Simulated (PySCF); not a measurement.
## Ti²⁰⁺: ionisation energy

Ti²⁰⁺ 1s2 → Ti²¹⁺ 1s1 [1s1/2^1, M_J = 1/2], as a difference of total energies. Calculation: PySCF 2.14, in an even-tempered Gaussian basis (15 s from 20 bohr⁻², ratio 2.4; 9 p from 27 bohr⁻², ratio 2.4; 3 d from 85 bohr⁻², ratio 2.6; 3 f from 130 bohr⁻², ratio 2.6); the two-component X2C-1e Hamiltonian. Correlated levels: nothing frozen; the 28 highest virtual spinors dropped. "Screened" scales the spin-orbit matrix elements by Boettger's factors to mimic the two-electron term; Breit and QED terms are absent.

```tsv
method	ionisation energy (eV)
GHF (screened spin-orbit)	6251.6
GMP2 (screened spin-orbit)	6252.9
```

For comparison: 6249.0 eV (theoretical estimate listed by NIST; NIST Atomic Spectra Database, ionization energies).
